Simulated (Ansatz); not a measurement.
Molecule: C3H9OSi, net charge 0, doublet state. It need not be the lowest isomer of its formula. SMILES: O[Si]([CH2])(C)C
Structure (B3LYP-D3(BJ)/def2-TZVP (Ansatz, a program for electronic structure) minimum search):
```
Si
O 1 1.6641
H 2 0.9601 1 117.41
C 1 1.8495 2 109.95 3 -52.16
H 4 1.0853 1 123.47 2 134.83
H 4 1.0858 5 113.98 1 -178.40
C 1 1.8672 2 104.32 3 -171.91
H 7 1.0915 1 110.89 2 61.54
H 7 1.0919 8 108.13 1 -122.14
H 7 1.0926 8 108.01 9 -116.86
C 1 1.8722 2 111.20 3 68.42
H 11 1.0920 1 110.83 2 58.51
H 11 1.0926 12 107.90 1 122.44
H 11 1.0931 12 107.92 13 116.00
```
Charge 0, spin multiplicity 2.

Parts of the frozen-core correlation energy in cc-pwCVTZ (Ansatz, hartree). Frozen orbitals: 9; correlated occupied orbitals by spin: 16 and 15; virtual: 332 and 333. UHF or UKS for open shells. No spin-orbit coupling. No relativistic terms.

```csv
term,value
reference (HF),-482.77685
MP2 opposite-spin,?
MP2 same-spin,?
CCSD correlation,-0.92871
(T),?
T1 diagnostic,0.011
largest doubles amplitude,0.013
<S^2> of the reference,0.760
```

**Question.** Fill in the missing entries.

**Answer.** 
- MP2 opposite-spin, value: -0.67856
- MP2 same-spin, value: -0.19844
- (T), value: -0.03474
